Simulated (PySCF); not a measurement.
Compound: C8H16SSi.
SMILES with atom numbers: `[SiH3:1][S:2][C@:3]12[CH2:4][CH2:5][CH2:6][C@H:7]1[CH2:8][CH2:9][CH2:10]2` (hydrogens: H11, H12, H13 on Si1; H14, H15 on C4; H16, H17 on C5; H18, H19 on C6; H20 on C7; H21, H22 on C8; H23, H24 on C9; H25, H26 on C10)

Geometry (PBE0-D3(BJ)/def2-SVP, Å), atoms numbered from 1 in this order:
```xyz
26
C8H16SSi angstrom
Si     2.9462    0.6624   -0.1025
S      1.3613    1.3404   -1.3708
C     -0.1522    0.8669   -0.4187
C     -0.2157   -0.6271   -0.0712
C     -1.6987   -0.9672   -0.1881
C     -2.1127   -0.2185   -1.4533
C     -1.3924    1.1316   -1.3497
C     -2.1875    2.2514   -0.6582
C     -1.1677    2.9662    0.2209
C     -0.3617    1.8047    0.7828
H      2.9858   -0.8264    0.0275
H      4.1979    1.1322   -0.7638
H      2.8570    1.2445    1.2725
H      0.2172   -0.8467    0.9177
H      0.3514   -1.2044   -0.8185
H     -1.8903   -2.0500   -0.2346
H     -2.2520   -0.5808    0.6854
H     -1.7524   -0.7713   -2.3361
H     -3.2025   -0.1054   -1.5636
H     -1.0578    1.4757   -2.3400
H     -2.9741    1.8110   -0.0203
H     -2.6929    2.9115   -1.3791
H     -0.5117    3.6042   -0.3947
H     -1.6209    3.6021    0.9965
H     -0.9646    1.2751    1.5421
H      0.5812    2.0990    1.2656
```

Theory: PBE0-D3(BJ)/def2-SVP geometry optimisation, gas phase in PySCF 2.14.0.

Take the most abundant isotopes and a rigid rotor. The values belong to one conformer with, in the numbering `[SiH3:1][S:2][C@:3]12[CH2:4][CH2:5][CH2:6][C@H:7]1[CH2:8][CH2:9][CH2:10]2`, Si1–S2–C3–C4 -56°, S2–C3–C4–C5 -144°, C3–C4–C5–C6 42°, C4–C5–C6–C7 -41°, C5–C6–C7–C8 -91°.

Question: Give the principal moments of inertia and the rotational constants in MHz.

Answer: Ia = 325.60, Ib = 670.33, Ic = 794.29 u·Å²; 505379 MHz·u·Å²/I gives A = 1552, B = 753.9, C = 636.3 MHz.

Question: Classify the top.

Answer: An asymmetric top: κ = (2 × 753.9 − 1552 − 636.3)/(1552 − 636.3) = -0.74.

Question: Is it planar, by Δ = Ic − Ia − Ib?

Answer: Not planar: Δ = Ic − Ia − Ib = -201.64 u·Å². For a rigid frame Δ = −2 Σ m c², so Σ m c² = 100.82 u·Å² lies off the ab plane: 24.39 from hydrogen and 76.43 from heavier atoms. The atom farthest from that plane is 2.04 Å away.

Question: Predict some low-J microwave lines.

Answer: The dipole components are |μa| = 1.25 D, |μb| = 0.48 D, |μc| = 1.12 D. Intensities carry the squares of the components, which stand as 1.00 : 0.15 : 0.81 (a : b : c). Some lines, for components of 0.1 D or more:

| type | branch | J(Ka,Kc) | MHz | lower level (cm⁻¹) |
| --- | --- | --- | --- | --- |
| a | Q | 2(1,1) ← 2(1,2) | 353 | 0.162 |
| c | Q | 1(1,1) ← 1(0,1) | 798 | 0.046 |
| b | Q | 2(1,1) ← 2(0,2) | 1046 | 0.139 |
| b | Q | 3(1,2) ← 3(0,3) | 1262 | 0.276 |
| a | R | 1(0,1) ← 0(0,0) | 1390 | 0.000 |
| b | R | 2(0,2) ← 1(1,1) | 1970 | 0.073 |
| c | Q | 2(2,1) ← 2(1,1) | 2395 | 0.174 |
| b | Q | 2(2,0) ← 2(1,1) | 2407 | 0.174 |
| a | R | 2(1,2) ← 1(1,1) | 2663 | 0.073 |
| b | Q | 3(2,2) ← 3(1,3) | 2931 | 0.295 |
| b | R | 3(0,3) ← 2(1,2) | 3430 | 0.162 |
| b | R | 2(1,2) ← 1(0,1) | 3461 | 0.046 |
| a | R | 3(1,3) ← 2(1,2) | 3987 | 0.162 |
| a | R | 3(2,2) ← 2(2,1) | 4171 | 0.253 |
| c | Q | 3(3,1) ← 3(2,1) | 4233 | 0.395 |
| b | Q | 3(3,0) ← 3(2,1) | 4234 | 0.395 |
| b | R | 3(1,3) ← 2(0,2) | 4679 | 0.139 |
| b | R | 2(2,1) ← 1(1,0) | 5293 | 0.077 |
| c | R | 3(1,2) ← 2(0,2) | 5385 | 0.139 |
| c | R | 2(2,1) ← 1(1,1) | 5410 | 0.073 |
| b | R | 2(2,0) ← 1(1,1) | 5422 | 0.073 |
| b | R | 3(3,1) ← 2(2,0) | 8451 | 0.254 |
| c | R | 3(3,1) ← 2(2,1) | 8463 | 0.253 |

Question: Estimate the classical rotational partition function at 50 K, 100 K and 500 K.

Answer: Point group C1, symmetry number σ = 1; q = (√π/σ)·√((kT/h)³/(ABC)), k/h = 20836.6 MHz/K: 69100 at 50 K, 195000 at 100 K, 2180000 at 500 K.

No frequency check. No vibrational averaging or centrifugal distortion is included, and the geometry carries the error of its method. A rigid rotor knows nothing of internal rotation, which can split or shift real lines.
